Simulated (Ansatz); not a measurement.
Total energies of Ge₂Cl₂ (the lowest singlet isomer of a short search) from Ansatz at PBE0-D4/def2-TZVP, gas phase (1 Eh = 27.2114 eV = 2625.5 kJ/mol). The reference geometry is relaxed at PBE-D4/def2-SVP.

| atom | x (Å) | y (Å) | z (Å) |
| --- | --- | --- | --- |
| Ge1 | -0.818 | 1.122 | 0.346 |
| Ge2 | -0.514 | -1.240 | -0.495 |
| Cl3 | 0.788 | 0.622 | -1.464 |
| Cl4 | 0.544 | -0.504 | 1.613 |

| state | geometry | energy (Eh) |
| --- | --- | --- |
| charge 0 singlet | reference | -5073.69990 |
| charge 1 doublet | reference | -5073.40965 |
| charge 0 triplet | relaxed at PBE-D4/def2-SVP | -5073.67422 |
| charge 0 quintet | relaxed at PBE-D4/def2-SVP | -5073.57159 |
| free Ge atom (triplet) | – | -2076.65516 |
| free Cl atom (doublet) | – | -459.99739 |

Task: Work out the vertical ionisation energy to the doublet.

Result: E(charge 1 doublet) − E(charge 0 singlet) = -5073.40965 − (-5073.69990) = 0.29025 Eh = 7.90 eV. For comparison, −ε of the highest occupied level is 6.00 eV at this level, 1.90 eV less.

Task: Which of the charge 0 states is lowest, and how far above it are the others?

Result: The singlet. triplet: -5073.67422 − (-5073.69990) = 0.02568 Eh = 67.4 kJ/mol; quintet: -5073.57159 − (-5073.69990) = 0.12831 Eh = 336.9 kJ/mol. The triplet differs in its bonds from the reference. The quintet differs in its bonds from the reference.

Task: What is the binding energy per atom against free atoms?

Result: Atoms: 2 × (-2076.65516) + 2 × (-459.99739) = -5073.30510 Eh. Binding: -5073.30510 − (-5073.69990) = 0.39480 Eh = 10.74 eV, or 2.69 eV for each of 4 atoms (no zero-point energy, no counterpoise term).

The structure comes from a short search, and lower isomers may exist.
